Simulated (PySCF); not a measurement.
Electronic absorption of (LiSH)2 ring

Species: (LiSH)2 ring, H2Li2S2.
Bonds: Li1–S2, Li1–S4, S2–Li3, Li3–S4. Hydrogens: H5 on S2; H6 on S4.

Computed with PySCF 2.14.0, density-fitted response routines, TDDFT CAM-B3LYP/def2-SVPD, vertical, gas phase, core orbitals frozen in the response. One conformer (not necessarily the lowest) at the PBE0-D3(BJ)/def2-SVP geometry, without solvent, vibrations or thermal averaging.

| state | λ (nm) | E (eV) | f | \|μ\| (D) | symmetry | main configurations (H = HOMO, L = LUMO) |
| --- | --- | --- | --- | --- | --- | --- |
| S1 | 255.4 | 4.85 | 0.032 | 1.31 | B1 or B2 | H→L (94%) |
| S2 | 238.8 | 5.19 | 0.0000 | 0.04 | – | H-2→L (88%) |
| S3 | 235.6 | 5.26 | 0.218 | 3.31 | B1 or B2 | H-1→L (89%) |
| S4 | 222.9 | 5.56 | 0.0017 | 0.28 | – | H→L+2 (78%), H→L+4 (9%) |
| S5 | 217.7 | 5.70 | 0.015 | 0.83 | A1 | H-3→L (68%), H→L+3 (23%) |
| S6 | 217.1 | 5.71 | 0.0001 | 0.07 | – | H→L+1 (91%) |
| S7 | 209.5 | 5.92 | 0.011 | 0.71 | B1 or B2 | H-1→L+2 (81%) |
| S8 | 209.0 | 5.93 | 0.0000 | 0.01 | – | H-2→L+2 (79%) |
| S9 | 202.3 | 6.13 | 0.0095 | 0.64 | B1 or B2 | H→L+4 (43%), H-2→L+1 (40%) |
| S10 | 200.7 | 6.18 | 0.0002 | 0.09 | – | H-1→L+1 (91%) |

Triplets, Tamm–Dancoff:

```tsv
state	E (eV)	λ (nm)	main configurations (H = HOMO, L = LUMO)
T1	4.69	264.5	H→L (87%)
T2	4.99	248.6	H-1→L (81%)
T3	5.00	248.0	H-2→L (80%), H-1→L+3 (8%)
T4	5.34	232.0	H→L+2 (69%), H→L+4 (9%)
```

The lowest singlet lies at 4.85 eV (255 nm, ultraviolet) and is of moderate strength; its leading configuration is HOMO→LUMO (94%). The strongest level in the table is S3 at 5.26 eV (236 nm, f = 0.218). Löwdin shares by element: HOMO sulfur 86%; LUMO lithium 85%, sulfur 12%. Weighted by f, the mean energy of these states is 5.30 eV. Orbital energies (eV): HOMO-3 -8.96, HOMO-2 -8.35, HOMO-1 -8.28, HOMO -7.90, LUMO -0.41, LUMO+1 0.22, LUMO+2 0.53. Of the 10 states listed, 4 reach f = 0.01 and 4 stay under 0.0005. The vertical ionisation energy (ΔSCF) is 8.80 eV, 2.62 eV above S10. Symmetry labels in C2v follow from the direction of the transition dipole and are given only for states with f of 0.002 or more; B1 and B2 swap with the choice of axes. Singlets were solved by full linear response, triplets in the Tamm–Dancoff approximation.
